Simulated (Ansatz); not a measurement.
Diatomic GeH, multiplicity 2 (the spin of the measured ground state). No spin–orbit coupling. Ge is treated without relativity.

Seven points along R, fitted to fifth degree in 1/R; most abundant isotopes. In def2 and cc sets the state is the lowest found near the PBE0 minimum, followed along R.

Programs: Ansatz (Gaussian orbitals). 

Energies at B3LYP/def2-TZVPP:

| R (Å) | E (hartree) |
|---|---|
| 1.489478 | -2077.57448437 |
| 1.529518 | -2077.57671961 |
| 1.566355 | -2077.57785621 |
| 1.607996 | -2077.57824111 |
| 1.649637 | -2077.57781967 |
| 1.697685 | -2077.57650353 |
| 1.753741 | -2077.57406110 |

Q: With a reduced mass of 0.9943 u, find the minimum, the force constant and the constants.

A: A fifth-degree polynomial in 1/R puts the minimum at r_e = 1.6058 Å with force constant 204 N/m. Then ω_e = (1/2πc)√(k/μ) = 1867 cm⁻¹ and B_e = h/(8π²cμr_e²) = 6.575 cm⁻¹; the cubic and quartic terms give α_e = 0.18 and ω_e x_e = 30 cm⁻¹.

Ansatz is a program for electronic structure.
